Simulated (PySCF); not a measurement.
A calculated (UHF, PySCF 2.14, def2-QZVPPD, no relativity, point nucleus) atom or ion has these occupied shells.

```
shell  electrons  orbital energy (eV)  rms radius, mean of both spins (bohr)
 1s α          1              -3635.1                                 0.0944
 1s β          1              -3635.1                                 0.0944
 2s α          1              -395.73                                  0.420
 2s β          1              -395.72                                  0.420
 2p α          3              -314.92                                  0.388
 2p β          3              -314.90                                  0.388
 3s α          1              -49.007                                   1.37
 3s β          1              -48.963                                   1.37
 3p α          3              -27.435                                   1.56
 3p β          3              -27.389                                   1.56
 4p α          1               -2.601                                   7.52
```

(1) Name the element and its charge.

Answers

(1) K (potassium, neutral), in [Ar] 4p1, 2P determinant (an excited configuration).
